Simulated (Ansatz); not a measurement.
| atom | x (Å) | y (Å) | z (Å) |
| --- | --- | --- | --- |
| C | -0.0799 | -0.0294 | 0.0171 |
| H | 1.0908 | 0.0470 | -0.0678 |
| H | -0.5421 | 0.9893 | 0.0517 |
| H | -0.5300 | -0.9211 | -0.0060 |

Basis set: aug-cc-pVDZ (spherical functions). Frozen core: 1 orbital. Charge 0, multiplicity 2.

Computed with Ansatz (development build ahead of 0.2.0); each method stands on the lowest determinant of its kind that the runs found.

(1) Give the atomization energy at this shape (free ground-state atoms in the same class of orbitals less the molecule, no zero-point energy) of doublet CH₃ by UHF-MP2, UHF.

Answers

(1)

```
 method  atomization energy
UHF-MP2       1169.7 kJ/mol
    UHF        961.7 kJ/mol
```

Caution: the shape is not the minimum.
